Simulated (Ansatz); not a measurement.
C₃H₁₁GaS (`[CH3][Ga-]([CH3])([CH3])[SH2+]`), charge 0, multiplicity 1.

Problem. Give a relaxed structure at PBE0-D4/def2-TZVP (Ansatz). (An estimate is asked.)

Solution. Ansatz gave: 
Cartesian coordinates in Å:
```
C -1.5596 0.4739 1.0644
Ga -0.2016 -0.0806 -0.2797
C 0.3380 1.2169 -1.6845
C 0.1154 -2.0200 -0.5747
S 1.9732 0.3006 1.2763
H -2.5609 0.3939 0.6291
H -1.4295 1.5126 1.3796
H -1.5453 -0.1621 1.9535
H 0.4088 2.2380 -1.3011
H 1.2938 0.9520 -2.1428
H -0.4123 1.2246 -2.4816
H 1.0798 -2.2100 -1.0519
H -0.6582 -2.4202 -1.2378
H 0.0696 -2.5939 0.3545
H 1.6048 1.5056 1.7411
H 1.4837 -0.3313 2.3557
```
Point group Cs.
This is one stationary point; other conformers may exist.
